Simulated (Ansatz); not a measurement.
O3 (SMILES O=[O+][O-]), charge 0, multiplicity 1, relaxed at each level with Ansatz (a first-principles code); harmonic frequencies from differences of analytic forces, average atomic masses, frozen cores.

```json
[
 {"level": "HF/def2-TZVPP", "O1–O2 (Å)": "1.1934", "O2–O3 (Å)": "1.1934", "O1–O2–O3 (°)": "119.4", "dipole (D)": "0.88"},
 {"level": "PBE/def2-TZVPP", "O1–O2 (Å)": "1.2732", "O2–O3 (Å)": "1.2732", "O1–O2–O3 (°)": "118.2", "dipole (D)": "0.62"},
 {"level": "r2SCAN/def2-TZVPP", "O1–O2 (Å)": "1.2594", "O2–O3 (Å)": "1.2594", "O1–O2–O3 (°)": "118.1", "dipole (D)": "0.65"},
 {"level": "B3LYP/def2-TZVPP", "O1–O2 (Å)": "1.2536", "O2–O3 (Å)": "1.2536", "O1–O2–O3 (°)": "118.3", "dipole (D)": "0.67"},
 {"level": "PBE0/def2-TZVPP", "O1–O2 (Å)": "1.2381", "O2–O3 (Å)": "1.2381", "O1–O2–O3 (°)": "118.4", "dipole (D)": "0.69"},
 {"level": "wB97X-V/def2-TZVPP", "O1–O2 (Å)": "1.2387", "O2–O3 (Å)": "1.2387", "O1–O2–O3 (°)": "117.8", "dipole (D)": "0.74"},
 {"level": "MP2/cc-pVTZ", "O1–O2 (Å)": "1.2835", "O2–O3 (Å)": "1.2835", "O1–O2–O3 (°)": "116.7", "dipole (D)": "0.44"}
]
```

Measured: equilibrium bond lengths O-O 1.2717 Å [microwave values compiled in ACS Omega 2, 8373 (2017)].

Doubts at one or more of the structures used: a restricted determinant that unrestricted orbitals would lower (MP2/cc-pVTZ).
